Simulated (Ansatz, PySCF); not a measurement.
GeH₇NSi, SMILES [GeH3][SiH2]N.

Geometry optimised at PBE0-D3(BJ)/def2-SVP. The structure was generated by enumeration, and PubChem lists no compound with its InChIKey, so it may never have been made. Other conformers were not sampled.

Vertical ionisation energy (IE) and electron affinity (EA) in eV. Rows of orbital energies are one-electron estimates. Where ΔSCF, EOM or ADC give a negative EA the extra electron is unbound and the value depends on the basis.

| level | IE | EA |
|---|---|---|
| −ε(HOMO), −ε(LUMO), r2SCAN/def2-TZVPD (PySCF) | 6.10 | 0.63 |
| −ε(HOMO), −ε(LUMO), PBE/def2-TZVPD (PySCF) | 5.85 | 1.08 |
| ΔSCF, PBE0/def2-SVPD (Ansatz), final states of multiplicity 2 and 2 | 9.00 | -1.22 |
| ΔSCF, PBE/def2-SVPD (Ansatz), final states of multiplicity 2 and 2 | [?] | [?] |

Q: Fill in the missing entries. (Estimate from the structure and the level; the computed values follow.)

A: 
- ΔSCF, PBE/def2-SVPD (Ansatz, a program for electronic structure), final states of multiplicity 2 and 2, IE: 8.77
- ΔSCF, PBE/def2-SVPD (Ansatz), final states of multiplicity 2 and 2, EA: -1.05

Q: What vertical singlet–triplet gap does ΔSCF give with PBE0/def2-SVPD (Ansatz) and with PBE/def2-SVPD (Ansatz)? (The exact figures need the calculation; the answer reports its results.)

A: 5.15 and 4.80 eV (triplet above singlet where positive).
